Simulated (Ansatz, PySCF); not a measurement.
Breaking the Pb1–H2 bond in ClHPb (SMILES [Cl][PbH]) (multiplicity 1 held, fragments rigid). Energies count from the point at 1.863 Å.
Geometry at that point (charge 0, multiplicity 1):
```csv
atom,x (Å),y (Å),z (Å)
Pb,-0.2182,-0.2125,0.2936
H,-1.3777,-0.8869,-0.9989
Cl,1.1333,1.0773,-1.3574
```

Unrestricted levels (U-) break spin symmetry where that is lower.

Cores are frozen in the correlated methods. Filled d and f shells under p-block atoms count as core. Rows in LANL2DZ carry no dispersion term and start afresh at each structure. LANL2DZ brings its own core potentials from Na on.

Run with Ansatz (Gaussian orbitals); PySCF for LANL2DZ rows. Each number belongs to the level named beside it. In def2 rows elements past Kr take small-core potentials, without spin–orbit coupling.

Q: One of these levels gives 61.11 kcal/mol for the energy at R = 5.961 Å. Which?
A) U-MP2/def2-TZVPP
B) U-HF/LANL2DZ
C) U-wB97X-V/def2-TZVPP

A: C, U-wB97X-V/def2-TZVPP. The others give 38.81 (U-HF/LANL2DZ), 54.98 (U-MP2/def2-TZVPP)

Doubts at one or more of the structures used: a spin-contaminated determinant (U-HF/LANL2DZ, U-wB97X-V/def2-TZVPP, U-MP2/def2-TZVPP).

Ansatz is a first-principles code.
